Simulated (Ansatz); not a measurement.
Relaxation of C3H4OSi (9 atoms, charge 0, multiplicity 1), to a largest force component of 0.02 eV/Å in at most 50 steps.

Theory: Ansatz, RHF/def2-SVP.

```xyz
9
Properties=species:S:1:pos:R:3
O 2.537 -2.487 -0.038
C 1.814 -1.486 -0.154
C 1.096 -0.501 -0.270
C 0.462 0.571 -0.375
Si -1.304 0.573 0.261
H 0.757 1.472 -0.855
H -1.895 1.906 0.020
H -2.084 -0.449 -0.390
H -1.294 0.355 1.784
```

Task: Where does it end, and by what steps?

Result: The run converged. The force dipped under the threshold on the way, but the program's further checks kept it going. After 22 steps the energy has fallen by 0.865 eV; H9 moved furthest, 0.90 Å. The start is strongly strained (largest force component 10 eV/Å).

```json
{"step": "0", "energy less start (eV)": "0.0000", "largest force component (eV/Å)": "9.608", "accepted": "yes"}
{"step": "1", "energy less start (eV)": "-0.6309", "largest force component (eV/Å)": "1.786", "accepted": "yes"}
{"step": "2", "energy less start (eV)": "-0.6882", "largest force component (eV/Å)": "1.713", "accepted": "yes"}
{"step": "3", "energy less start (eV)": "-0.8141", "largest force component (eV/Å)": "0.699", "accepted": "yes"}
{"step": "4", "energy less start (eV)": "-0.8275", "largest force component (eV/Å)": "0.126", "accepted": "yes"}
{"step": "5", "energy less start (eV)": "-0.8283", "largest force component (eV/Å)": "0.115", "accepted": "yes"}
{"step": "6", "energy less start (eV)": "-0.8300", "largest force component (eV/Å)": "0.085", "accepted": "yes"}
{"step": "7", "energy less start (eV)": "-0.8323", "largest force component (eV/Å)": "0.071", "accepted": "yes"}
{"step": "8", "energy less start (eV)": "-0.8334", "largest force component (eV/Å)": "0.127", "accepted": "yes"}
{"step": "9", "energy less start (eV)": "-0.8343", "largest force component (eV/Å)": "0.134", "accepted": "yes"}
{"step": "10", "energy less start (eV)": "-0.8358", "largest force component (eV/Å)": "0.321", "accepted": "yes"}
{"step": "11", "energy less start (eV)": "-0.8368", "largest force component (eV/Å)": "0.250", "accepted": "yes"}
{"step": "12", "energy less start (eV)": "-0.8444", "largest force component (eV/Å)": "0.560", "accepted": "yes"}
{"step": "13", "energy less start (eV)": "-0.8541", "largest force component (eV/Å)": "0.342", "accepted": "yes"}
{"step": "14", "energy less start (eV)": "-0.8466", "largest force component (eV/Å)": "0.401", "accepted": "no"}
{"step": "15", "energy less start (eV)": "-0.8550", "largest force component (eV/Å)": "0.225", "accepted": "yes"}
{"step": "16", "energy less start (eV)": "-0.8556", "largest force component (eV/Å)": "0.283", "accepted": "yes"}
{"step": "17", "energy less start (eV)": "-0.8625", "largest force component (eV/Å)": "0.041", "accepted": "yes"}
{"step": "18", "energy less start (eV)": "-0.8636", "largest force component (eV/Å)": "0.019", "accepted": "yes"}
{"step": "19", "energy less start (eV)": "-0.8641", "largest force component (eV/Å)": "0.060", "accepted": "yes"}
{"step": "20", "energy less start (eV)": "-0.8643", "largest force component (eV/Å)": "0.050", "accepted": "yes"}
{"step": "21", "energy less start (eV)": "-0.8645", "largest force component (eV/Å)": "0.009", "accepted": "yes"}
{"step": "22", "energy less start (eV)": "-0.8646", "largest force component (eV/Å)": "0.015", "accepted": "yes"}
```

```xyz
9
Properties=species:S:1:pos:R:3
O 2.346 -2.586 -0.649
C 1.799 -1.592 -0.465
C 1.233 -0.465 -0.266
C 0.517 0.614 -0.044
Si -1.352 0.593 0.298
H 1.026 1.580 -0.053
H -2.036 1.418 -0.725
H -1.844 -0.798 0.256
H -1.601 1.191 1.631
```

Whether the end is a true minimum wasn't checked by a vibrational analysis.

Run time: 34 s on 1 thread of Arm Neoverse V2, on a shared host, peak memory 0.17 GiB.
